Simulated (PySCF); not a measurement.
Identify the unknown among the candidates.

All candidates are C4H9ClO3Si.

| technique | computed result |
| --- | --- |
| 1H NMR | chemical shifts (computed TMS as zero) by class: 5.68 (1 H), 5.06 (3 H), 3.72 (1 H), 3.53 (1 H), 2.17 (3 H) ppm [GIAO PBE0/pcSseg-1] |
| Dipole | 2.36 D [PBE0/pcSseg-1] |
| Rotational structure | rotational constants A, B, C: 1.562, 0.746, 0.549 GHz [GFN2-xTB] |
| 13C NMR | chemical shifts (computed TMS as zero) by class: 176.6 (1 C), 95.6 (1 C), 53.6 (1 C), 23.5 (1 C) ppm [GIAO PBE0/pcSseg-1] |
| NMR, other nuclei | isotropic shieldings of nuclei other than C and H, by class: -121 (1 O), 77 (1 O), 273 (1 O), 375 (1 Si), 897 (1 Cl) ppm [GIAO PBE0/pcSseg-1] |

Electronic properties: PySCF, gas phase, density fitting. Levels stand in brackets. Geometry: GFN2-xTB, one conformer, isolated molecule. NMR classes are plain means over equivalent atoms (diastereotopic ones count apart unless rotation or inversion swaps them), as if these changed places fast.

Question: Which candidate is it?
A. `CO[C@@]1(C)CO[Si@@H](Cl)O1`
B. `CC(=O)O[C@H](CCl)O[SiH3]`
C. `CO[C@@H]1O[SiH2]OC[C@H]1Cl`
D. `CO[Si@@H](Cl)OCC(C)=O`
E. `CO[C@@H]1O[SiH2]OC[C@@H]1Cl`

Answer: B. It is `CC(=O)O[C@H](CCl)O[SiH3]`. Numbering: `[CH3:1][C:2](=[O:3])[O:4][C@H:5]([CH2:6][Cl:7])[O:8][SiH3:9]`. Its formula, C4H9ClO3Si, gives 1 degree of unsaturation: 0 rings and 1 π bond in the structure found. 4 carbons fall into 4 classes; from least to most shielded: ester carbonyl carbon [C2] (176.6 ppm), sp3 carbon bearing two oxygens [C5] (95.6 ppm), sp3 C–Cl carbon [C6] (53.6 ppm), methyl carbon next to a carbonyl [C1] (23.5 ppm). Hydrogen classes from least to most shielded: 1 H on an sp3 carbon bearing two oxygens, C5 (5.68 ppm), 3 H on an oxygen-bound silicon, Si9 (5.06 ppm), 1 H on an sp3 C–Cl carbon, C6 (3.72 ppm), 1 H on an sp3 C–Cl carbon, C6 (3.53 ppm), 3 H on a methyl carbon next to a carbonyl, C1 (2.17 ppm). The other shieldings belong to: -121 ppm, ester carbonyl oxygen [O3]; 77 ppm, ester single-bonded oxygen [O4]; 273 ppm, silyl ether oxygen [O8]; 375 ppm, oxygen-bound silicon [Si9]; 897 ppm, alkyl chlorine [Cl7]. The optimised geometry has point group C1 and is an asymmetric top.

The others, at the same levels:
- `CO[C@@]1(C)CO[Si@@H](Cl)O1` fails: its computed 13C shifts are 105.9 (1 C), 80.6 (1 C), 51.2 (1 C), 25.0 (1 C) ppm, 1H shifts are 5.16 (1 H), 4.44 (1 H), 3.98 (1 H), 3.66 (3 H), 1.45 (3 H) ppm and rotational constant A is 1.992 GHz (against 1.562 GHz).
- `CO[C@@H]1O[SiH2]OC[C@H]1Cl` fails: its computed 13C shifts are 101.5 (1 C), 66.5 (1 C), 64.2 (1 C), 57.4 (1 C) ppm, 1H shifts are 5.07 (1 H), 5.04 (1 H), 5.04 (1 H), 5.00 (1 H), 4.18 (1 H), 3.78 (3 H), 3.68 (1 H) ppm and smallest rotational constant is 0.865 GHz (against 0.549 GHz).
- `CO[Si@@H](Cl)OCC(C)=O` fails: its computed 13C shifts are 211.9 (1 C), 72.2 (1 C), 53.0 (1 C), 26.8 (1 C) ppm, 1H shifts are 4.82 (1 H), 4.69 (1 H), 4.43 (1 H), 4.31 (3 H), 2.10 (3 H) ppm and smallest rotational constant is 0.656 GHz (against 0.549 GHz).
- `CO[C@@H]1O[SiH2]OC[C@@H]1Cl` fails: its computed 13C shifts are 102.2 (1 C), 66.2 (1 C), 60.7 (1 C), 57.5 (1 C) ppm, 1H shifts are 5.11 (1 H), 4.97 (1 H), 4.66 (1 H), 4.59 (1 H), 4.20 (1 H), 3.92 (1 H), 3.78 (3 H) ppm and rotational constant A is 1.628 GHz (against 1.562 GHz).

Each candidate is one conformer, not necessarily the lowest. The conformers computed, where there is a choice (atom-mapped SMILES and torsion angles):
- `[CH3:1][C:2](=[O:3])[O:4][C@H:5]([CH2:6][Cl:7])[O:8][SiH3:9]`: C1–C2–O4–C5 -177°, C2–O4–C5–C6 -164°, O4–C5–C6–Cl7 170°, O4–C5–O8–Si9 -117°
- `[CH3:1][O:2][Si@@H:3]([Cl:4])[O:5][CH2:6][C:7]([CH3:8])=[O:9]`: C1–O2–Si3–Cl4 -177°, O2–Si3–O5–C6 -68°, Si3–O5–C6–C7 75°, O5–C6–C7–C8 -171°

The conformers of `CO[C@@]1(C)CO[Si@@H](Cl)O1`, `CO[C@@H]1O[SiH2]OC[C@H]1Cl` and `CO[C@@H]1O[SiH2]OC[C@@H]1Cl` aren't listed.
